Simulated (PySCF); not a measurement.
## Calculated NMR parameters of C[SiH2]P1CCOCC1

```yaml
Formula: C5H13OPSi
SMILES: C[SiH2]P1CCOCC1
InChI: InChI=1S/C5H13OPSi/c1-8-7-4-2-6-3-5-7/h2-5,8H2,1H3
Point_group_of_the_computed_structure: C1
Carbon_signals: 3
Proton_signals: 4
```

Numbering as in the mapped SMILES `[CH3:1][SiH2:2][P:3]1[CH2:4][CH2:5][O:6][CH2:7][CH2:8]1`; H(Xn) means a hydrogen on atom n.

Computational details: GIAO PBE0/pcSseg-1 shieldings, coordinates at the GFN2-xTB level, in PySCF (one conformer, no solvent, relativity neglected, rapidly exchanging positions averaged).

Shifts are taken against calculated references (same method and geometry level): 1H and 13C and 29Si against TMS; H3PO4 for 31P; 17O against H2O.

| carbon | δC, type | δH (multiplicity) | HMBC from (2–3 bonds) | span of the C tensor (ppm) |
| --- | --- | --- | --- | --- |
| C1 | -9.0, CH3 | 0.21 (m) | H(Si2) | 12 |
| C4/C8 | 23.9, CH2 | 1.55 (m) | H(Si2), H(C5)/H(C7), H(C4)/H(C8) | 25 |
| C5/C7 | 72.2, CH2 | 4.01 (m) | H(C5)/H(C7), H(C4)/H(C8) | 59 |

Other nuclei:
| atoms | nucleus | environment | δ (ppm) | σ (ppm) |
| --- | --- | --- | --- | --- |
| H(Si2) | 1H | hydrogen on a silicon bonded to C, P | 4.26 | 27.46 |
| P3 | 31P | phosphorus bonded to 2 C, Si, in a 6-membered ring | -146.0 | 464.4 |
| Si2 | 29Si | silicon bonded to C, P, 2 H | -36.3 | 385.4 |
| O6 | 17O | ether oxygen | 53.1 | 283.0 |

1. δC 72.2: sp3 CH2 bonded to O; the inductive effect lowers its shielding.
2. δC 23.9: sp3 CH2 bonded to P.
3. δC -9.0: methyl carbon bonded to Si; an electropositive neighbour leaves it electron-rich and shielded.
4. δH 4.01: hydrogen on an sp3 CH2 bonded to O; its carbon carries O, which withdraws density.
5. δH 0.21: hydrogen on a methyl carbon bonded to Si; an electropositive neighbour shields it, as in TMS itself.

Splittings by 31P in the carbon and heteronuclear signals aren't shown, as no couplings were computed. Shifts are as computed. Against solution values, carbons near 30 ppm lie about +3 ppm off and those near 130 ppm about +5 ppm. Of 1211 compounds with measured shifts, 218 miss one by over three times the rms of a fit or turn the order of signals round; such compounds aren't used in these exercises. Experimental scales use liquid or dissolved standards, which lie at an offset from isolated H2O (liquid H2O: subtract about 36 ppm) and H3PO4. Multiplicities follow the n + 1 count of equivalent neighbours, as no J values were calculated; m marks all less simple cases, F and P coupling included.
